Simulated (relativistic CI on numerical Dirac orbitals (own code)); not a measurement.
# Slater and spin-orbit integrals, Cu IX

Method of calculation: Dirac-Coulomb-Breit CI, separate exchange-only KLI orbitals for each configuration, model QED (radiative potential, 1s self-energy scaled to tabulated hydrogen-like ionisation energies), unscaled Slater integrals (own radial code, finite nucleus).

Slater integrals F^k, G^k are unscaled and averaged over j, outside the closed core [Ne]; ζ comes from projecting the Hamiltonian with its Breit term on Σ l·s of the shell.

- 3s2.3p6.3d3: F^2(3d,3d) = 146670, F^4(3d,3d) = 93271, ζ(3d) = 1363.6 cm⁻¹; <r>(3d) = 0.6712, <r^2>(3d) = 0.5373 (bohr units).
- 3s2.3p5.3d4: ζ(3p) = 16329, F^2(3d,3d) = 146320, F^4(3d,3d) = 93042, F^2(3p,3d) = 143220, G^1(3p,3d) = 170740, G^3(3p,3d) = 107710, ζ(3d) = 1325.4 cm⁻¹; <r>(3p) = 0.6764, <r^2>(3p) = 0.5304, <r>(3d) = 0.6727, <r^2>(3d) = 0.5397 (bohr units).
- 3s2.3p6.3d2.4s: F^2(3d,3d) = 151290, F^4(3d,3d) = 96375, ζ(3d) = 1454.6, G^2(3d,4s) = 16165 cm⁻¹; <r>(3d) = 0.6536, <r^2>(3d) = 0.5084, <r>(4s) = 1.496, <r^2>(4s) = 2.51 (bohr units).

**Question.** Give the Racah parameters of the d shell in 3s2.3p6.3d3.

**Answer.** B = F²/49 − 5F⁴/441 = 1936 cm⁻¹ and C = 35F⁴/441 = 7402 cm⁻¹.

In this model ζ of a weakly bound d, f or g electron outside closed shells comes out too small, for d by up to a factor of two or three and at times with the wrong sign; that of an outer p electron is too small as well.

Averages of the first 10 configurations, taken without configuration mixing, which lowers the lowest level and can move excited configurations by several eV; other configurations of the list can lie among them:

```json
{"Configuration": "3s2.3p6.3d3", "Parity": "even", "States": "120", "Average energy above the lowest level (eV)": "5.2"}
{"Configuration": "3s2.3p5.3d4", "Parity": "odd", "States": "1260", "Average energy above the lowest level (eV)": "79.2"}
{"Configuration": "3s2.3p6.3d2.4s", "Parity": "even", "States": "90", "Average energy above the lowest level (eV)": "76.0"}
{"Configuration": "3s.3p6.3d4", "Parity": "even", "States": "420", "Average energy above the lowest level (eV)": "131.1"}
{"Configuration": "3s2.3p6.3d2.4p", "Parity": "odd", "States": "270", "Average energy above the lowest level (eV)": "90.3"}
{"Configuration": "3s2.3p6.3d2.4d", "Parity": "even", "States": "450", "Average energy above the lowest level (eV)": "112.1"}
{"Configuration": "3s2.3p6.3d.4s.4p", "Parity": "odd", "States": "120", "Average energy above the lowest level (eV)": "169.9"}
{"Configuration": "3s2.3p6.3d2.4f", "Parity": "odd", "States": "630", "Average energy above the lowest level (eV)": "129.7"}
{"Configuration": "3s2.3p6.3d2.5s", "Parity": "even", "States": "90", "Average energy above the lowest level (eV)": "131.7"}
{"Configuration": "3s2.3p6.3d2.5p", "Parity": "odd", "States": "270", "Average energy above the lowest level (eV)": "137.9"}
```
